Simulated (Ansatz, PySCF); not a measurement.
Gas-phase reaction in SMILES: O[Si](O)(O)[SiH3] + 4 [H][H] (H2) → 3 O (H2O) + 2 [SiH4] (SiH4)
Each molecule is optimised on its own at B3LYP-D3(BJ)/def2-TZVP (Ansatz, a first-principles code), one conformer each, not searched for the lowest.

Property: energy of full hydrogenation (enthalpy at 298 K, with B3LYP-D3(BJ) rigid-rotor harmonic-oscillator terms from PySCF), in kcal/mol. Correlated levels leave the core frozen unless marked. Spin-orbit coupling is left out. Non-relativistic. CBS marks a two-point X^-3 extrapolation of the correlation energy; Hartree-Fock from the larger set.

CCSD(T)/CBS(cc-pV(T+d)Z,cc-pV(Q+d)Z) (Ansatz) gives 65.2 kcal/mol.

### Question
Another calculation gave 61.5 kcal/mol. Which level was it?
A) wB97M-V/def2-TZVPD (Ansatz)
B) PBE/def2-TZVPD (Ansatz)
C) revPBE/def2-TZVPD (Ansatz)
D) r2SCANh/def2-TZVPD (Ansatz)

### Answer
A, wB97M-V/def2-TZVPD (Ansatz). The others give 57.3 (PBE), 54.3 (revPBE), 65.6 (r2SCANh) kcal/mol.
